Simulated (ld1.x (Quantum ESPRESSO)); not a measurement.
**iron (Fe): one change to a PAW potential, before and after**

- Element: Fe (Z = 26)
- Generator: ld1.x (Quantum ESPRESSO) 7.5
- Type: PAW
- Functional: PBE
- Relativity: scalar-relativistic
- Frozen core: [Ar]
- Valence charge: 8
- Reference configuration: 3d6 4s0.5 4p0 (charge +1.5)
- Partial waves: 4s (bound): rcut 2.35, rcutus 2.55 bohr; 4s channel at -0.25 Ry: rcut 2.35, rcutus 2.55 bohr; 4p (bound, empty): rcut 2.65, rcutus 3.05 bohr; 4p channel at 4.5 Ry: rcut 2.65, rcutus 3.05 bohr; 3d (bound): rcut 0.75, rcutus 0.90 bohr; 3d channel at 1.45 Ry: rcut 0.75, rcutus 0.90 bohr
- Local potential: all-electron potential smoothed inside 1.75 bohr (lloc = -1)
- Core correction: Bessel-smoothed model core inside 0.50 bohr
- Augmentation charge: BESSEL, radius 0.55 bohr

Change: all radii but the core radius scaled by about 0.81 (s 2.06, p 2.46, d 0.72 bohr, rcut 1.90/2.14/0.60); local potential all-electron potential smoothed inside 1.42 bohr (lloc = -1); augmentation BESSEL, radius 0.44 bohr.

Cutoffs: the cutoffs (Ry, on a coarse ladder) from which the occupation-weighted sum of valence levels, in a spherical-Bessel basis at the reference potential, stays within 10 and 1 mRy of its value at 400 Ry; they do not see the model core or the augmentation charge, which bear on the density cutoff. Errors are all-electron minus pseudo energies relative to the spin-unpolarised reference configuration.

Predict the effect on cutoff, ghosts and configuration errors.

A bound ghost appears in s, which as a rule spoils a file; the number of tests with a reliable result goes from 7 to 5 (the test run of the changed file stopped, so its transferability is not established); of the 5 tests that both files solve, the error grows in 0 and shrinks in 4 by more than 15 % and 0.3 meV (median size 14.8 → 0.8 meV). Less of the atom is replaced, so other configurations are described better.

```csv
quantity,base,changed
"cutoff, loose",140 Ry,200 Ry
"cutoff, tight",230 Ry,over 300 Ry
loose cutoff by channel (10 mRy a level),"s 6 Ry, d 110 Ry","s 6 Ry, d 180 Ry"
bound ghosts,none,s
tests with a reliable result,7 of 7,5 of 7 (the test run stopped)
"error for 3d6 4s2 4p0, meV [ΔE -15.85 eV]",+55,-0.4
"error for 3d6 4s1 4p0, meV [ΔE -7.12 eV]",+5.2,+0.4
"error for 3d6 4s0 4p0, meV [ΔE 9.09 eV]",+1.7,-0.8
"error for 3d7 4s0 4p0, meV [ΔE -9.21 eV]",-91,-93
"error for 3d6 4s1 4p1, meV [ΔE -11.74 eV]",+15,+3.1
lowest overlap eigenvalue by channel,"s 0.33, p 0.35, d 0.99","s 0.46, p 0.88, d 0.99"
```

 A true bound ghost makes a file unfit for plane-wave use even where its test errors are small: the radial tests pick states by their node count and pass the ghost by.
